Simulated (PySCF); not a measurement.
A side-by-side comparison of computed properties.

First species: C₃H₁₀OSi.
SMILES: `C(OC)[SiH2]C`

Second species: C4H4F (charge +1).
Structure used (PBE0-D3(BJ)/def2-SVP), in Å, numbered top down from 1:
```
atom  x, y, z in Å
F1     1.9332    0.1404   -1.0308
C2     1.3031   -0.3026    0.0676
C3    -0.1280    0.0184    0.0209
C4    -1.1867    0.5744   -0.6517
C5    -1.3897    0.0021    0.5612
H6     1.3962   -1.4020    0.1760
H7     1.7230    0.1483    0.9886
H8    -1.5732    1.0971   -1.5305
H9    -2.0667   -0.2706    1.3753
```

Levels: wB97X-D/def2-SVPD for HOMO energy, LUMO energy, HOMO–LUMO gap, static isotropic polarisability and electronic spatial extent ⟨r²⟩ about the centre of nuclear charge; TDDFT wB97X-D/def2-SVPD for lowest singlet excitation; PBE0-D3(BJ)/def2-SVP for rotational constant A and rotational constant C. Geometries: PBE0-D3(BJ)/def2-SVP. Each structure is a single optimised conformer of the isolated species, non-relativistic unless stated; the electronic structure was computed with PySCF and density fitting.

Dipoles, sizes and rotational constants follow the conformer. The torsions of the flexible species, by atom-mapped SMILES:
- `[CH3:1][O:2][CH2:3][SiH2:4][CH3:5]`: C1–O2–C3–Si4 180°, O2–C3–Si4–C5 55°
- `[F:1][CH2:2][c+:3]1[cH:4][cH:5]1`: F1–C2–C3–C4 1°

| property | column X | column Y |
| --- | --- | --- |
| HOMO energy | -17.28 eV | -9.51 eV |
| LUMO energy | -5.62 eV | 2.26 eV |
| HOMO–LUMO gap | 11.66 eV | 11.77 eV |
| lowest singlet excitation | 7.12 eV | 7.36 eV |
| static isotropic polarisability | 37.4 au | 71.3 au |
| electronic spatial extent ⟨r²⟩ about the centre of nuclear charge | 389 bohr² | 772 bohr² |
| rotational constant A | 17.302 GHz | 8.077 GHz |
| rotational constant C | 2.899 GHz | 1.698 GHz |

Question: Which column belongs to which species?

Answer: Column X is the second species and column Y the first. The first has 15 atoms and 50 electrons, the second 9 and 36; their charges are 0 and +1, their HOMO energies -9.51 eV and -17.28 eV.

Question: How does each property change from the first species to the second?

Answer: HOMO energy -7.77 eV; LUMO energy -7.88 eV; HOMO–LUMO gap -0.11 eV; lowest singlet excitation -0.24 eV; static isotropic polarisability -33.9 au; electronic spatial extent ⟨r²⟩ about the centre of nuclear charge -383 bohr²; rotational constant A +9.225 GHz; rotational constant C +1.201 GHz.

On the first: The polarisability is 10.56 Å³ as a volume (1 au = 0.148185 Å³), or 1.43 au for each of the 50 electrons. In wavenumbers S1 is 59400 cm⁻¹ (1 eV = 8065.54 cm⁻¹).

On the second: No computed singlet falls in the visible range (750 to 380 nm, 1.65 to 3.26 eV); S1 lies 3.86 eV above its blue end. The polarisability is 5.55 Å³ as a volume (1 au = 0.148185 Å³), or 1.04 au for each of the 36 electrons.
